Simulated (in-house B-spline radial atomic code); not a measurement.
## RPA and G0W0 on r2SCAN: Ne6+

Configuration [He] 2s2, mean-field start r2SCAN. Computed with a B-spline radial code for spherical atoms: all electrons, scalar-relativistic (spin-free one-electron X2C), finite nucleus, each spin shell either full or empty, empty states to l = 9 with an (l + 1/2)⁻⁴ tail; G0W0 by contour deformation at full frequency.

Command:
```bash
python run_gw.py task.json out
```
Settings (radii: box in bohr, nucleus in fm):
```
Z                        10
electrons                4
configuration            [He] 2s2
hamiltonian              x2c
method                   r2scan
lmax                     9
rms_radius               3.0055
spin_polarised           False
box_radius               9.29
intervals                68
ion_configuration        [He] 2s1
```

Cost of the run: 1.3 s on 1 thread of Arm Neoverse V2, on a shared host.

Energies (hartree):

| term | value |
| --- | --- |
| mean-field total | -110.32021 |
| Hartree-Fock functional on these orbitals | -110.24789 |
| direct second order | -0.41308 |
| second-order exchange | 0.20319 |
| SOSEX correction | 0.14728 |

(1) What is the RPA correlation energy, and what remains with SOSEX?

Quasi-particle levels (eV):

```json
{"level": "2s", "occupied": "yes", "mean field": "-193.12", "Σx - vxc": "-11.00", "Σc": "?", "QP weight": "?", "G0W0": "?"}
{"level": "1s", "occupied": "yes", "mean field": "-1048.48", "Σx - vxc": "-55.87", "Σc": "6.13", "QP weight": "0.949", "G0W0": "-1098.22"}
{"level": "2p", "occupied": "no", "mean field": "-172.63", "Σx - vxc": "15.63", "Σc": "-1.54", "QP weight": "0.974", "G0W0": "-158.54"}
```

G0W0 = mean field + (Σx - vxc) + Σc, with Σc (partial-wave tail included) taken at the quasi-particle energy.

(2) Where does G0W0 put 2s?

(3) What does it cost to remove one electron (to [He] 2s1) by differences of total energies, each species on its own start (correlation terms add to the Hartree-Fock functional)?

## Answers

(1) RPA gives -0.3 hartree (-2.04 eV per electron); RPA + SOSEX gives -0.15273, and the second-order doubles -0.20989 hartree (no singles). SOSEX takes back 49 % of the RPA value.

(2) At -207.36 eV, with Σc = -3.25 eV and a quasi-particle weight of 0.953. The tabulated removal energy is 207.271 ± 0.012 eV (NIST, measured).

(3) r2SCAN 204.58 eV, Hartree-Fock functional 203.80 eV, + RPA 207.53 eV, + RPA + SOSEX 206.58 eV, + second order 208.09 eV. Tabulated: 207.271 ± 0.012 eV (NIST, measured).
